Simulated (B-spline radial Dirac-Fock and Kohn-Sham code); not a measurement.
**Lu⁺ 4p3/2: cross section and angular parameters**

System: the Lu⁺ ion in the configuration [Xe] 4f14 6s2; threshold 364.6 eV (orbital energy of the model). These are calculated numbers from a radial B-spline solver; the model is Dirac-Hartree-Slater photoionisation with a Latter tail; cross sections with all multipoles, angular parameters from the dipole term and its interference with E2.

Input of the calculation (task.json; shells as n, l, electrons):

```json
{"items": [{
  "Z": 71,
  "q": 1,
  "cfg": [[1, 0, 2], [2, 0, 2], [2, 1, 6], [3, 0, 2], [3, 1, 6], [3, 2, 10], [4, 0, 2], [4, 1, 6], [4, 2, 10], [4, 3, 14], [5, 0, 2], [5, 1, 6], [6, 0, 2]],
  "A": 175,
  "rrms": 5.37,
  "do": "xps",
  "hv": [50.9, 65.6, 79.9, 80, 167.0, 173.0, 175.0, 177.0, 200, 268.0, 271.0, 400, 450.0, 571.0, 600, 966.0, 976.0, 1000.0, 1020.0, 1320.0, 1486.9, 1730.0, 1930.0, 2450.0, 3080.0, 4000, 5080.0, 6600.0, 8047.8, 15000]
}]}
```

Launch: `python xray2_run.py task.json out`

For linearly polarised light dσ/dΩ = σ/(4π) [1 + β P₂(cos θ) + (δ + γ cos²θ) sin θ cos φ], with θ from the polarisation vector and φ the angle between the beam and the projection of the electron momentum on the plane normal to the polarisation.

```tsv
hν (eV)	σ (kb)	β	γ	δ
400	246	-0.645	-0.131	0.045
450	232	-0.100	-0.170	0.074
571	200	0.608	0.058	0.074
600	192	0.712	0.111	0.069
966	117	1.316	0.311	0.021
976	116	1.324	0.310	0.021
1000	112	1.343	0.306	0.019
1020	110	1.357	0.302	0.018
1320	77.2	1.512	0.215	0.006
1486.9	64.6	1.564	0.160	0.003
1730	?	?	?	?
1930	42.4	1.649	0.044	0.001
2450	28.0	1.698	-0.027	0.002
3080	18.3	1.726	-0.041	0.004
4000	10.9	1.738	0.023	0.007
5080	6.58	1.733	0.160	0.010
6600	3.68	1.712	0.392	0.015
8047.8	2.32	1.685	0.617	0.019
15000	0.486	1.548	1.529	0.050
```

Q: Give the values at 1730 eV.

A: σ = 50.8 kb, β = 1.618, γ = 0.090, δ = 0.001.
